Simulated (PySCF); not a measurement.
A side-by-side comparison of computed properties.

First species: C₃H₁₀OSi₂.
SMILES: `C1O[SiH2][C@H]([SiH3])C1`

Second species: C4H7PSSi.
InChI=1S/C4H7PSSi/c1-3-5-2-4(7)6-3/h2H,1,7H3

Levels: B3LYP/def2-SVPD for HOMO energy, LUMO energy, HOMO–LUMO gap and static isotropic polarisability; TDDFT B3LYP/def2-SVPD for lowest singlet excitation; TDA B3LYP/def2-SVPD for lowest triplet excitation (Tamm–Dancoff). Geometries: GFN2-xTB. Each structure is a single optimised conformer of the isolated species, non-relativistic unless stated. Electronic properties by PySCF.

Values for the first species:

```
HOMO energy                              : -7.69 eV
LUMO energy                              : 0.01 eV
HOMO–LUMO gap                            : 7.70 eV
Lowest singlet excitation                : 6.67 eV
Lowest triplet excitation (Tamm–Dancoff) : 6.44 eV
Static isotropic polarisability          : 89.1 au
```

(1) Estimate the same properties for the second species, and the change in each.

Results:

(1) 
```json
{"property": "HOMO energy", "first": "-7.69 eV", "second": "-6.52 eV", "second less first": "+1.17 eV"}
{"property": "LUMO energy", "first": "0.01 eV", "second": "-1.59 eV", "second less first": "-1.60 eV"}
{"property": "HOMO–LUMO gap", "first": "7.70 eV", "second": "4.93 eV", "second less first": "-2.77 eV"}
{"property": "lowest singlet excitation", "first": "6.67 eV", "second": "4.61 eV", "second less first": "-2.06 eV"}
{"property": "lowest triplet excitation (Tamm–Dancoff)", "first": "6.44 eV", "second": "2.99 eV", "second less first": "-3.45 eV"}
{"property": "static isotropic polarisability", "first": "89.1 au", "second": "118.6 au", "second less first": "+29.5 au"}
```

On the first: No computed singlet falls in the visible range (750 to 380 nm, 1.65 to 3.26 eV); S1 lies 3.41 eV above its blue end. The 8 singlets span 6.67 to 7.80 eV, and their oscillator strengths add up to 0.06.

On the second: The polarisability is 17.57 Å³ as a volume (1 au = 0.148185 Å³), or 1.56 au for each of the 76 electrons. The principal polarisabilities are 79.4, 124.1 and 152.2 au; their mean is the isotropic value.
